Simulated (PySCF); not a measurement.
Molecule: SMILES [BH3-]CC(F)(F)F, [C₂H₅BF₃]-.

Atom-mapped SMILES (the numbers label the heavy atoms): `[BH3-:1][CH2:2][C:3]([F:4])([F:5])[F:6]` (H(Xn): hydrogen on atom n).

Geometry PBE0-D3(BJ)/def2-SVP throughout; GIAO in PySCF 2.14.0 with density-fitted response routines, gas phase, one conformer, non-relativistic; equivalent atoms averaged; basis pcSseg-2.

(1) How do the shifts δ (against BF3·OEt2, TMS, CFCl3 at the same level) depend on the functional? (ppm; last column core-seconds on shared hosts with different chips, so compare them loosely; the GGAs took longer than the global hybrids here, which isn't the general rule, and the cause wasn't traced)

(2) Which nucleus moves most, in ppm?

Answers

(1) 
```
functional                    kind     B1     C3    C2  F4/F5/F6  H(B1)  H(C2)  core-s
        HF            Hartree–Fock  -30.5  128.2  26.4     -43.5   0.66   0.64      30
       LDA                     LDA  -45.9  156.4  29.6     -86.4   0.74   1.21      55
       PBE                     GGA  -42.9  152.0  29.6     -87.6   0.74   1.11      69
      BLYP                     GGA  -40.6  153.3  31.1     -87.1   0.75   1.11      68
      BP86                     GGA  -42.1  151.8  29.6     -87.7   0.73   1.10      68
      OPBE                     GGA  -41.2  145.7  27.8     -85.8   0.68   1.05      72
       KT2                     GGA  -40.5  145.6  28.3     -95.9   0.75   1.14      38
       KT3                     GGA  -38.3  143.8  28.5     -91.7   0.69   1.08      38
     B97-D                     GGA  -38.6  148.2  29.6     -85.6   0.72   1.07      38
     B3LYP           global hybrid  -38.8  149.0  29.8     -73.8   0.70   0.98      29
      PBE0           global hybrid  -40.3  146.6  28.1     -71.5   0.68   0.94      26
  mPW1PW91           global hybrid  -39.8  146.8  28.3     -71.0   0.66   0.93      28
      WP04           global hybrid  -34.5  153.0  30.4     -71.3   0.33   0.90      31
     B97-2           global hybrid  -38.4  145.0  28.2     -72.8   0.66   0.94      30
 BHandHLYP           global hybrid  -35.8  141.7  28.4     -59.2   0.65   0.83      30
 CAM-B3LYP  range-separated hybrid  -40.1  149.4  29.5     -61.3   0.69   0.93      42
   wB97X-D  range-separated hybrid  -40.2  147.2  28.6     -64.2   0.69   0.88      48
   LC-wPBE  range-separated hybrid  -43.4  150.7  28.1     -48.7   0.62   0.84      51
```

(2) F4/F5/F6 (fluorine of a CF3 group): from -95.9 ppm with KT2 to -43.5 ppm with HF. The smallest spread is 0.43 ppm, at H(B1). Proton shifts span only some 12 ppm, so a few tenths of a ppm matter as much there as several ppm in carbon.
